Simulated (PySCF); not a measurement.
## UHF on Zr²⁺ (zirconium, charge +2)

Configuration: [Kr] 4d1 5s1, high-spin 3D determinant (an excited configuration). Computed with PySCF 2.14 in aug-cc-pwCVTZ-PP with ECP28MDF (8s8p7d4f3g, 122 functions), with scalar relativity through the core potential.

- Total energy: -45.579355 hartree
- One-electron energy: -70.3122 hartree
- Hartree (Coulomb) energy: 29.6054 hartree
- Exchange energy: -4.8725 hartree
- ⟨S²⟩: 2.0034
- ⟨L²⟩: 6.035
- Sum of ⟨r⟩: 15.83 bohr
- Sum of ⟨r²⟩: 31.65 bohr²
- Traceless quadrupole moment −½Σ⟨3z² − r²⟩ along its main axis: 1.02 e·bohr²
- Time after the integrals: about 7 core-seconds

```tsv
shell	electrons	mean orbital energy (hartree)	spread (hartree)	rms radius, mean of both spins (bohr)
4s α	1	-3.19335	0	1.30
4s β	1	-3.13394	0	1.30
4p α	3	-2.17493	0.03630	1.45
4p β	3	-2.10583	0.05045	1.45
4d α	1	-0.93571	0	2.07
5s α	1	-0.74121	0	3.36
```

Energies and moments cover only the electrons outside the core potential.
